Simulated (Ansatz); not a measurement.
A nudged elastic band was laid between two geometries of ClF2H3Si2 + FH (10 atoms, charge 0, multiplicity 1).

These are results of RKS r2SCAN-D4/def2-SVP (Ansatz), not measurements.

```json
{
 "movable images": "9",
 "climbing image": "yes",
 "spring": "5.0 eV/Å²",
 "optimiser": "quadratic models (default)",
 "start path": "through a guess of the saddle point",
 "force threshold": "0.05 eV/Å",
 "iteration limit": "60",
 "end points": "relaxed"
}
```

Image 0:

```xyz
10
Properties=species:S:1:pos:R:3
Si 0.187 -0.029 -0.048
Cl 0.390 -0.067 2.028
F 1.699 -0.036 -0.612
Si -1.008 1.830 -0.791
H -2.289 1.386 -1.402
H -1.233 2.738 0.368
H -0.168 2.528 -1.810
F -0.452 -1.445 -0.474
F -2.477 0.171 1.139
H -1.915 0.075 1.880
```

Image 10:

```xyz
10
Properties=species:S:1:pos:R:3
Si -0.176 -0.295 -0.408
Cl -1.386 1.266 2.735
F 1.370 -0.350 0.029
Si -0.943 1.873 -0.778
H -2.414 1.912 -0.541
H -0.217 2.829 0.097
H -0.658 2.172 -2.213
F -0.327 -1.197 -1.733
F -0.995 -1.099 0.743
H -1.522 0.041 2.348
```

(1) What changes between the two ends?

(2) Give the energies along the band, and the barrier.

(3) What is the geometry of the highest image?

The band took 31 iterations and roughly 50 core-minutes.

## Answers

(1) Bonds broken: Si1–Cl2, F9–H10. Bonds formed: Si1–F9, Cl2–H10. ClF2H3Si2 + FH becomes ClH + F3H3Si2.

(2) The run converged. The highest image is number 5 of 0 to 10, 0.94 eV above the first end and 1.34 eV above the last; the last end lies 0.41 eV below the first. A vibrational analysis at the climbing image gives one clearly imaginary mode, 170i cm⁻¹, and a faint second one (25i cm⁻¹) that may be numerical noise or a soft torsion: probably a first-order saddle point. The orbitals stay closed-shell, which can raise the energy where a bond breaks towards radicals; this wasn't checked here.

```json
{"image": "0", "path coordinate (Å)": "0.00", "energy (eV)": "0.00", "Si1–Cl2 (Å)": "2.09", "F9–H10 (Å)": "0.93", "Si1–F9 (Å)": "2.92"}
{"image": "1", "path coordinate (Å)": "0.90", "energy (eV)": "0.03", "Si1–Cl2 (Å)": "2.09", "F9–H10 (Å)": "0.93", "Si1–F9 (Å)": "2.93"}
{"image": "2", "path coordinate (Å)": "1.81", "energy (eV)": "0.07", "Si1–Cl2 (Å)": "2.08", "F9–H10 (Å)": "0.93", "Si1–F9 (Å)": "2.94"}
{"image": "3", "path coordinate (Å)": "2.71", "energy (eV)": "0.13", "Si1–Cl2 (Å)": "2.09", "F9–H10 (Å)": "0.93", "Si1–F9 (Å)": "2.98"}
{"image": "4", "path coordinate (Å)": "3.62", "energy (eV)": "0.56", "Si1–Cl2 (Å)": "2.13", "F9–H10 (Å)": "0.94", "Si1–F9 (Å)": "2.70"}
{"image": "5", "path coordinate (Å)": "4.52", "energy (eV)": "0.94", "Si1–Cl2 (Å)": "2.31", "F9–H10 (Å)": "1.00", "Si1–F9 (Å)": "2.02"}
{"image": "6", "path coordinate (Å)": "5.01", "energy (eV)": "0.61", "Si1–Cl2 (Å)": "2.56", "F9–H10 (Å)": "1.30", "Si1–F9 (Å)": "1.77"}
{"image": "7", "path coordinate (Å)": "5.50", "energy (eV)": "-0.11", "Si1–Cl2 (Å)": "2.95", "F9–H10 (Å)": "1.64", "Si1–F9 (Å)": "1.66"}
{"image": "8", "path coordinate (Å)": "5.98", "energy (eV)": "-0.37", "Si1–Cl2 (Å)": "3.33", "F9–H10 (Å)": "1.95", "Si1–F9 (Å)": "1.63"}
{"image": "9", "path coordinate (Å)": "6.47", "energy (eV)": "-0.40", "Si1–Cl2 (Å)": "3.55", "F9–H10 (Å)": "2.08", "Si1–F9 (Å)": "1.63"}
{"image": "10", "path coordinate (Å)": "6.96", "energy (eV)": "-0.41", "Si1–Cl2 (Å)": "3.71", "F9–H10 (Å)": "2.04", "Si1–F9 (Å)": "1.63"}
```

(3) 
```xyz
10
Properties=species:S:1:pos:R:3
Si -0.166 0.049 0.053
Cl -0.488 0.743 2.236
F 1.402 -0.211 0.347
Si -0.988 2.040 -0.824
H -2.433 2.085 -0.452
H -0.262 3.177 -0.193
H -0.846 2.069 -2.308
F -0.347 -1.018 -1.165
F -1.595 -1.137 0.858
H -1.545 -0.646 1.726
```

Run time: 13 min on 4 threads of Arm Neoverse V1, on a shared host, peak memory 0.2 GiB.
